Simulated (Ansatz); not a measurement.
A nudged elastic band was laid between two geometries of AlBrH2OSi (6 atoms, charge 0, multiplicity 1).

Level of theory: RKS revPBE/def2-SVP (Ansatz).

```
movable images  : 7
climbing image  : yes
spring          : 5.0 eV/Å²
optimiser       : quadratic models (default)
start path      : through a guess of the saddle point
force threshold : 0.5 eV/Å
iteration limit : 60
end points      : relaxed
```

Image 0:

```xyz
6
Properties=species:S:1:pos:R:3
Br -0.781 -3.438 0.331
Al -0.142 -1.271 0.175
O -1.015 0.135 -0.469
Si 0.454 0.950 -0.008
H 1.231 1.566 -1.145
H 0.294 1.995 1.069
```

Image 8:

```xyz
6
Properties=species:S:1:pos:R:3
Br -1.020 -2.870 0.441
Al 0.244 -1.034 -0.106
O -0.598 0.596 0.254
Si 1.374 1.095 -0.100
H 1.047 1.218 -1.609
H -1.005 0.932 1.075
```

Task: Which bonds break or form, and what moves?

Result: Bonds broken: Si4–H6. Bonds formed: O3–H6.

Task: Give the energies along the band, and the barrier.

Result: It converged. The highest image is number 4 of 0 to 8, 59.3 kcal/mol above the first end and 39.1 kcal/mol above the last; the last end lies 20.2 kcal/mol above the first. The threshold of 0.5 eV/Å is loose, so the images may lie well off the minimum-energy path. The order of the stationary point at the top wasn't checked. The orbitals stay closed-shell, which can raise the energy where a bond breaks towards radicals; this wasn't checked here.

```
image  path coordinate (Å)  energy (kcal/mol)  Si4–H6 (Å)  O3–H6 (Å)
    0                 0.00                0.0        1.51       2.75
    1                 0.34                5.1        1.49       2.44
    2                 0.68               22.0        1.48       2.10
    3                 1.02               46.3        1.50       1.76
    4                 1.36               59.3        1.60       1.41
    5                 1.70               41.2        1.86       1.05
    6                 2.05               29.4        2.19       0.97
    7                 2.39               22.2        2.49       0.97
    8                 2.73               20.2        2.66       0.98
```

Task: What is the geometry of the highest image?

Result: 
```xyz
6
Properties=species:S:1:pos:R:3
Br -0.809 -3.198 0.261
Al -0.030 -1.080 0.234
O -1.034 0.360 0.030
Si 0.986 1.030 0.024
H 1.307 1.486 -1.403
H -0.378 1.339 0.809
```

The run took 40 s on 2 threads of Intel(R) Xeon(R) Platinum 8488C (Sapphire Rapids), with other jobs on the host, peak memory 0.16 GiB.
